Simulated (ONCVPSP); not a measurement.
# What one change does to a pseudopotential (lanthanum, ONCV)

ONCVPSP 4.0.1 input, shortened (lines: element, Z, core and valence counts, functional; n l f; lmax; l rc ep ncon nbas qcut; lloc lpopt rc5 dvloc0; l nproj debl; icmod fcfact rcfact), PBE, fully relativistic:

```
  La 57.00    9    4        4      upf
    1    0    2.00
    2    0    2.00
    2    1    6.00
    3    0    2.00
    3    1    6.00
    3    2   10.00
    4    0    2.00
    4    1    6.00
    4    2   10.00
    5    0    2.00
    5    1    6.00
    5    2    1.00
    6    0    1.00
    3
    0    2.55    0.00    3    7    5.00
    1    1.90    0.00    4    7    4.70
    2    3.75    0.00    5   10    4.30
    3    3.85    0.03    3    6    2.90
    4    4    1.80    4.00
    0    2    2.20
    1    1    1.70
    2    2    3.60
    3    2    0.40
    3    3.75    1.00
```

Open shells are filled in proportion to 2j + 1.

In the f channel the program set the typed energies aside and used -0.369, 0.031 Ha (j = l + 1/2; the other j can differ).

Change: all radii but the core radius scaled by about 1.03 (s 2.64, p 1.96, d 3.88, f 3.98 bohr); local potential polynomial inside 1.86 bohr (lpopt 4, dvloc0 4 Ha).

Cutoffs: the cutoffs (Ha) at which the residual kinetic energy of the hardest occupied pseudo-wave falls to 1 and 0.1 mHa per electron; they do not see the model core or the augmentation charge, which bear on the density cutoff. Errors are all-electron minus pseudo energies relative to the spin-unpolarised reference configuration.

**Question.** Predict the effect on cutoff, ghosts and configuration errors.

**Answer.** The potential gets softer (17 Ha and 38 Ha → 12 Ha and 35 Ha); of the 4 tests that both files solve, the error grows in 3 and shrinks in 1 by more than 15 % and 0.3 meV (median size 7.8 → 10.9 meV); neither file shows a bound ghost. A larger radius leaves more room for a smooth pseudo-wave, so fewer plane waves are needed.

| quantity | base | changed |
| --- | --- | --- |
| cutoff, loose | 17 Ha | 12 Ha |
| cutoff, tight | 38 Ha | 35 Ha |
| loose cutoff by channel | s 7.9 Ha, p 17 Ha, d 5.6 Ha | s 7.6 Ha, p 12 Ha, d 5.5 Ha |
| bound ghosts | none | none |
| GHOST(+) flags under 300 eV | none | none |
| error for 5s2 5p6 5d1 6s2, meV [ΔE -5.97 eV] | -0.7 | -2.2 |
| error for 5s2 5p6 5d1 6s0, meV [ΔE 10.89 eV] | -1.7 | -4.8 |
| error for 5s2 5p6 5d0 6s0, meV [ΔE 29.82 eV] | +14 | +17 |
| error for 5s2 5p6 5d1 6s0 6p2, meV [ΔE -1.14 eV] | +30 | +24 |
| rms error of d²Exc/dni dnj with the model core, mHa | 4.52 | 4.50 |

Base: These tests converged, but a pseudo level misses the all-electron one widely, so the file describes the atom poorly there or has found another state: 5s2 5p6 5d1 6s0 6p2: empty 6s by 8.7 eV. Changed file: These tests converged, but a pseudo level misses the all-electron one widely, so the file describes the atom poorly there or has found another state: 5s2 5p6 5d1 6s0 6p2: empty 6s by 8.7 eV.
